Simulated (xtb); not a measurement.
C₂Cl₃, SMILES Cl[C]=C(Cl)Cl (connectivity only; charge and spin as stated), charge +1, multiplicity 1. All values are semi-empirical tight-binding results from xtb (GFN2-xTB unless named), good for trends rather than for accurate numbers. Geometry: GFN2-xTB. The spin state was assumed, not searched. The isomer is the one that the SMILES or the coordinates give; other isomers of the formula were not compared.

Computed properties:
The point group as xtb finds it is Cs, the orbital gap is 1.17 eV and the zero-point energy is 7.0 kcal/mol. The G − E(el) at 298.15 K (modified RRHO) comes out as -12.8 kcal/mol. The static polarisability (D4 model) is 60.7 bohr³ and the solvation energy, GFN2-xTB/ALPB(water) comes out as -52.4 kcal/mol. The solvation energy, GFN2-xTB/ALPB(acetone) comes out as -47.5 kcal/mol.
